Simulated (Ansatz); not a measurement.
Level of theory: B3LYP-D3(BJ)/def2-TZVP (Ansatz, a first-principles code). No frequencies were computed at this level.

Ansatz 0.2 input:
```yaml
crystal:
  periodic: [false, false, false]
  atoms:
    - { symbol: B, position_ang: [0.932686, -0.455195, -0.057692] }
    - { symbol: C, position_ang: [0.075633, 0.809718, 0.087416] }
    - { symbol: C, position_ang: [-0.598869, -0.554176, -0.055058] }
    - { symbol: H, position_ang: [1.967969, -0.960367, -0.121797] }
    - { symbol: H, position_ang: [-0.032672, 1.314496, 1.038728] }
    - { symbol: H, position_ang: [-0.048004, 1.507245, -0.730867] }
    - { symbol: H, position_ang: [-1.140464, -0.927318, 0.804348] }
    - { symbol: H, position_ang: [-1.156281, -0.734401, -0.965078] }
basis:
  gaussian: { orbitals: def2-tzvp }
hamiltonian:
  xc: b3lyp
  dispersion: d3bj
relax:
  max_steps: 150
```

Output:

```
Functional definition: B3LYP
749 factors; their error is unknown
mean field evaluation 1: about -2821.8368 eV, gradient 6.4e1 eV
mean field evaluation 2: about -2812.3869 eV, gradient 8.4e1 eV
mean field evaluation 4: about -2831.3326 eV, gradient 1.1e0 eV
mean field evaluation 8: about -2831.3175 eV, gradient 4.8e-2 eV
mean field -2831.31748454 eV, -104.0489984209 hartree, gradient 3.7e-5 eV, S^2 0.000000; 0 other end points of the search recorded, 0 dependent functions left out
reference -2831.31771849 eV, -104.0490070184 hartree; 11, 11 occupied and 112, 112 virtual orbitals, 749 factors
relax step   1: F+E_penalty+E_count = -2831.50304498 eV  Δ(F+E_penalty+E_count) = +0.000e0 eV  max|allowed force component| = 1.085e0 eV/Å  Δτ_max = 0.0000 Å  (27 SCF iters, accepted)
these checks for a lower state are left out or cut short: starts, cluster_reference, orbital_swaps, neighbouring_geometries, increment
749 factors; their error is unknown
mean field evaluation 16: about -2831.3495 eV, gradient 2.3e0 eV
mean field -2831.34529563 eV, -104.0500204595 hartree, gradient 9.5e-6 eV, S^2 0.000000; 0 other end points of the search recorded, 0 dependent functions left out
reference -2831.34552907 eV, -104.0500290385 hartree; 11, 11 occupied and 112, 112 virtual orbitals, 749 factors
relax step   2: F+E_penalty+E_count = -2831.53047933 eV  Δ(F+E_penalty+E_count) = -2.743e-2 eV  max|allowed force component| = 3.602e-1 eV/Å  Δτ_max = 0.0347 Å  (31 SCF iters, accepted)
these checks for a lower state are left out or cut short: starts, cluster_reference, orbital_swaps, neighbouring_geometries, increment
749 factors; their error is unknown
mean field -2831.34799285 eV, -104.0501195807 hartree, gradient 9.2e-6 eV, S^2 0.000000; 0 other end points of the search recorded, 0 dependent functions left out
reference -2831.34822608 eV, -104.0501281518 hartree; 11, 11 occupied and 112, 112 virtual orbitals, 749 factors
relax step   3: F+E_penalty+E_count = -2831.53319942 eV  Δ(F+E_penalty+E_count) = -2.720e-3 eV  max|allowed force component| = 1.192e-1 eV/Å  Δτ_max = 0.0049 Å  (31 SCF iters, accepted)
these checks for a lower state are left out or cut short: starts, cluster_reference, orbital_swaps, neighbouring_geometries, increment
749 factors; their error is unknown
mean field evaluation 32: about -2831.3482 eV, gradient 4.4e-1 eV
mean field -2831.34846830 eV, -104.0501370531 hartree, gradient 9.0e-6 eV, S^2 0.000000; 0 other end points of the search recorded, 0 dependent functions left out
reference -2831.34870126 eV, -104.0501456142 hartree; 11, 11 occupied and 112, 112 virtual orbitals, 749 factors
relax step   4: F+E_penalty+E_count = -2831.53374991 eV  Δ(F+E_penalty+E_count) = -5.505e-4 eV  max|allowed force component| = 1.548e-2 eV/Å  Δτ_max = 0.0034 Å  (32 SCF iters, accepted)
these checks for a lower state are left out or cut short: starts, cluster_reference, orbital_swaps, neighbouring_geometries, increment
749 factors; their error is unknown
mean field -2831.34850726 eV, -104.0501384849 hartree, gradient 9.0e-6 eV, S^2 0.000000; 0 other end points of the search recorded, 0 dependent functions left out
reference -2831.34874028 eV, -104.0501470483 hartree; 11, 11 occupied and 112, 112 virtual orbitals, 749 factors
relax step   5: F+E_penalty+E_count = -2831.53376868 eV  Δ(F+E_penalty+E_count) = -1.877e-5 eV  max|allowed force component| = 2.946e-3 eV/Å  Δτ_max = 0.0011 Å  (33 SCF iters, accepted)
749 factors; their error is unknown
mean field evaluation 64: about -2831.3485 eV, gradient 6.6e-5 eV
mean field -2831.34850726 eV, -104.0501384849 hartree, gradient 9.0e-6 eV, S^2 0.000000; 1 other end points of the search recorded, 0 dependent functions left out
reference -2831.34874028 eV, -104.0501470483 hartree; 11, 11 occupied and 112, 112 virtual orbitals, 749 factors
Total energy: -2831.53400170 eV, -104.0569552798 hartree
Atom 0 at     0.900971    -0.439610    -0.055767 Å, force    -0.002925     0.001544     0.000077 eV/Å
Atom 1 at     0.065215     0.826164     0.089368 Å, force     0.000628    -0.002946     0.000168 eV/Å
Atom 2 at    -0.618271    -0.556316    -0.055135 Å, force     0.002622     0.001392    -0.000303 eV/Å
Atom 3 at     1.959978    -0.956321    -0.121330 Å, force    -0.001043     0.000498     0.000094 eV/Å
Atom 4 at    -0.005164     1.324644     1.051363 Å, force     0.000204    -0.000176    -0.000891 eV/Å
Atom 5 at    -0.020846     1.519860    -0.741443 Å, force    -0.000041    -0.000524     0.000733 eV/Å
Atom 6 at    -1.133057    -0.956841     0.812874 Å, force     0.000217     0.000367    -0.000720 eV/Å
Atom 7 at    -1.148827    -0.761578    -0.979929 Å, force     0.000338    -0.000154     0.000840 eV/Å
Dipole moment:    -0.038050     0.018562     0.002358 e Å
```

Cost: roughly 13 core-seconds.
